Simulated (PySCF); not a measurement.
**Excitation energy of Mg by level of theory**

Mg [Ne] 3s2 (1S) → Mg [Ne] 3p2 (3P), as a difference of total energies. All numbers are calculated (PySCF 2.14, the spin-free X2C one-electron Hamiltonian (Gaussian nucleus), in aug-cc-pCVTZ-DK (8s7p5d3f, 75 functions)). Correlated levels: valence and next inner shell: 1s2 frozen. The calculations carry no spin-orbit coupling.

```tsv
method	excitation energy (cm⁻¹)	error (cm⁻¹)
UHF	50816	-7038
MP2 (valence and next inner shell)	56334	-1520
SCS-MP2 (valence and next inner shell)	57774	-80
CCSD (valence and next inner shell)	57194	-660
CCSD(T) (valence and next inner shell)	57447	-407
```

Reference: 57854 cm⁻¹ (measured; NIST levels, between the centres of gravity of the two terms).

Errors of the correlated levels include the incompleteness of this basis and the frozen core.
